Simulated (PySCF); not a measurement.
A structure optimised at PBE-D3(BJ)/def2-SVP, used in a PySCF frequency run:

```
C
C 1 1.3316
Cl 2 1.6643 1 136.47
Cl 1 1.7345 2 121.00 3 180.00
Cl 1 1.7482 2 123.10 3 0.00
```
Charge 0, spin multiplicity 2.

**Question.** Write its SMILES, formula and point group.

**Answer.** Cl[C]=C(Cl)Cl, C2Cl3, Cs

**Question.** What are its rotational constants (standard atomic weights)?

**Answer.** 3.6225, 1.4563, 1.0387 GHz
